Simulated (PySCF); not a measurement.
H₆PSi, SMILES [SiH3][PH3+], charge +1.

Geometry optimised at PBE-D3(BJ)/def2-TZVP. The isomer is the one that the SMILES or the coordinates give; other isomers of the formula were not compared.

These are PBE-D3(BJ)/def2-TZVP (PySCF) values and carry that method's errors.

Frequencies are harmonic and unscaled.

Modes within 1.5 cm⁻¹ of each other (mostly degenerate sets) share a row, with their intensities summed.

Q: Give all harmonic wavenumbers and intensities. (Estimate from the structure and the level; the computed values follow.)

A: 
| mode | ν (cm⁻¹) | IR (km/mol) | moving atoms (share of kinetic energy) |
|---|---|---|---|
| 1 | 139 | 0.0 | H 100 % |
| 2–3 | 367 | 2.0 | H 98 % |
| 4 | 384 | 4.1 | Si 48 %, P 42 %, H 10 % |
| 5–6 | 633 | 12.9 | H 85 %, P 8 % |
| 7 | 794 | 224.6 | H 92 % |
| 8–9 | 884 | 55.2 | H 97 % |
| 10 | 943 | 8.9 | H 91 % |
| 11–12 | 1051 | 5.0 | H 98 % |
| 13 | 2204 | 0.4 | H 100 % |
| 14–15 | 2246 | 10.9 | H 95 % |
| 16 | 2421 | 7.1 | H 99 % |
| 17–18 | 2453 | 25.4 | H 96 % |
